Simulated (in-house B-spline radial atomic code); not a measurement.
Results of a calculation; reference values are marked as such.
## Correlation energy from the adiabatic connection: ω²r²/2 − Z/r, ω = 0.0287, Z = 0.5

Two electrons in a singlet, external potential ω²r²/2 − Z/r, ω = 0.0287, Z = 0.5 (atomic units). Full CI in B-splines (partial waves to l = 8, correlation up to 0.6 % small) with the density held fixed gives W(λ) = <V_ee>_λ − U, and E_c is the integral of W(λ) − W(0) from 0 to 1.

```csv
λ,W(λ) − W(0) (hartree)
0,0.00000
0.02,-0.00218
0.05,-0.00525
0.12,-0.01155
0.25,-0.02076
0.4,-0.02848
0.6,-0.03571
0.8,-0.04082
1,-0.04462
```

(1) Integrate the table by the trapezoid rule.

(2) Now use only three numbers: W(0) = -0.18018, the initial slope W'(0) = -0.1118 (extrapolated from the first points) and the strong-coupling limit of the point-charge-plus-continuum model, W∞ = -0.25617. What do second-order theory and the interpolation W(λ) = W∞ + (W(0) − W∞)/√(1 + 2χλ) of Seidl, Perdew and Levy give?

Answers

(1) The strips give -0.00002, -0.00011, -0.00059, -0.00210, -0.00369, -0.00642, -0.00765, -0.00854, which sum to -0.02913 hartree. The direct value, W(1) − W(0) + T_c with T_c = 0.01533, is -0.02929; the curve is convex, so chords lie above it and the trapezoids fall short in size by 0.55 %.

(2) Second order keeps the slope alone: E_c = W'(0)/2 = -0.05590, +91 % in size against -0.02929. Matching the slope fixes χ = W'(0)/(W∞ − W(0)) = -0.1118/(-0.07599) = 1.47125. Integrating, with s = √(1 + 2χ) = 1.985571, E_c = −(W(0) − W∞)(s − 1)/(s + 1) = −0.07599 × 0.985571/2.985571 = -0.02509 hartree, -14.4 % in size against the full result. At λ = 1 the formula gives W − W(0) = -0.03772 against -0.04462. Part of the miss can come from the model's W∞.
